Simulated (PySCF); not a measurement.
phosphoric acid (H3O4P), SMILES OP(O)(O)=O. Atoms are numbered in the order given.

```xyz
8

O      1.1894     0.8176     0.6009
P      0.0000     0.0000    -0.1226
O      0.0000     0.0000    -1.6057
O      0.1134    -1.4389     0.6009
O     -1.3028     0.6213     0.6009
H      1.4164     1.6108     0.0877
H      0.6868    -2.0320     0.0877
H     -2.1031     0.4212     0.0877
```

Geometry: TPSSh-D3(BJ)/def2-SVP. The values are those of a single conformer.

The numbers are results of PySCF with M06-2X/def2-TZVP, not measurements.

Gas-phase values at a fixed geometry.

Q: Estimate the frontier levels, gap, dipole moment and polarisability. (Estimate from the structure and the level; the computed values follow.)

A: 
The highest occupied level comes out as -10.59 eV. The lowest empty level is 0.78 eV and the orbital gap is 11.37 eV. The dipole moment is 0.27 D, the quadrupole, principal values (traceless, Buckingham form, about the centre of nuclear charge) is -16.05, 8.02, 8.02 D·Å and the mean static polarisability is 33.6 bohr³ (4.98 Å³). The polarisability, principal values is 33.5, 33.5, 33.8 bohr³.
